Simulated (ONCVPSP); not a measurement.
Scattering properties, ONCV potential for Pb

```json
{"Element": "Pb (Z = 82)", "Generator": "ONCVPSP 4.0.1", "Type": "optimised norm-conserving Vanderbilt (ONCV)", "Functional": "PBE", "Relativity": "scalar-relativistic", "Frozen core": "[Xe] 4f14", "Valence charge": "14", "Reference configuration": "5d10 6s2 6p2", "Partial waves": "6s: rc 1.80 bohr, ncon 5, nbas 9, qcut 2.9 1/bohr, 2 projectors, debl 2.8 Ha; 6p: rc 2.00 bohr, ncon 3, nbas 6, qcut 3.4 1/bohr, 2 projectors, debl 0.4 Ha; 5d: rc 1.48 bohr, ncon 3, nbas 7, qcut 10.9 1/bohr, 2 projectors, debl 0.4 Ha", "Local potential": "polynomial inside 0.94 bohr (lpopt 5, dvloc0 1 Ha)", "Core correction": "Teter function fitted to the true core (icmod 2), fcfact 0.6"}
```

In the d channel the program set the typed energies aside and used -0.778, 0.250 Ha.

The phase is arctan(r·R′/R) of the radial function R(r), unwrapped; energies in Ha, scanned from -2 to 5 Ha. A pole is an energy at which the radial function vanishes at the test radius. The pseudo phase is shifted by a multiple of π to meet the all-electron one at the reference energy, and phase errors are pseudo minus all-electron; the curves can meet again beyond the range given. Levels narrower than the energy grid can be missing from the lists of poles.

Question: For each channel, where are the poles, and over which energies does the pseudopotential scatter like the atom?

Answer:

```tsv
channel	radius (bohr)	reference energy (Ha)	poles, all-electron	poles, pseudo	unbroken range about the reference energy with phases within 0.05 rad	phase error 1 Ha above the reference energy (rad)
s	1.83	-0.44	2.93	2.87, 3.26	below 3.1	-0.001
p	2.03	-0.13	3.07	2.32	below 2.2	-0.001
d	1.50	-0.78	0.86	0.86	the whole range	+0.000
```

Note: ghosts flagged at negative energy: s at -206.0 eV, p at -110.1 eV; GHOST(+) flags only above 600 eV. A true bound ghost makes a file unfit for plane-wave use.

Phases in the p channel:

```tsv
E (Ha)	all-electron	pseudo
-1.98	1.250	1.235
-1.80	1.220	1.209
-1.62	1.187	1.178
-1.44	1.147	1.140
-1.26	1.098	1.093
-1.08	1.037	1.033
-0.90	0.957	0.955
-0.72	0.850	0.848
-0.54	0.701	0.700
-0.36	0.489	0.489
-0.18	0.200	0.199
0.00	-0.150	-0.150
0.18	-0.489	-0.489
0.36	-0.758	-0.758
0.54	-0.951	-0.951
0.72	-1.088	-1.088
0.90	-1.187	-1.188
1.08	-1.261	-1.263
1.26	-1.318	-1.323
1.44	-1.363	-1.371
1.62	-1.401	-1.413
1.80	-1.432	-1.450
1.98	-1.459	-1.487
2.16	-1.482	-1.527
2.34	-1.503	-1.578
2.52	-1.521	-1.664
2.70	-1.538	-1.924
2.88	-1.554	-3.758
3.06	-1.570	-4.389
3.24	-1.584	-4.510
3.42	-1.599	-4.564
3.60	-1.613	-4.596
3.78	-1.627	-4.619
3.96	-1.642	-4.636
4.14	-1.657	-4.651
4.32	-1.673	-4.663
4.50	-1.691	-4.673
4.68	-1.711	-4.683
4.86	-1.733	-4.691
```
